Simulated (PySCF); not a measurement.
## MoO at ROHF-MP2

Computed with ROHF-MP2; Mo def2-TZVPPD with ECP28, O def2-TZVPPD; scalar-relativistic core potentials (PySCF 2.14).

* state: ⁵Π (quintet), unpaired electrons σ ↑, π ↑, δ ↑↑
* bond length: 1.697 Å
* harmonic wavenumber: 955 cm⁻¹
* force constant: 7.39 mdyn/Å
* rotational constant Be: 0.4257 cm⁻¹
* anharmonicity ωexe: 3.28 cm⁻¹
* vibration–rotation constant αe: 0.00212 cm⁻¹

Correlated steps freeze 1 core orbital. Spin–orbit coupling is left out, which matters for elements this heavy, above all for dissociation energies. The state is the lowest single determinant that the PBE0 search found; with open d or f shells the true ground state can be another one.
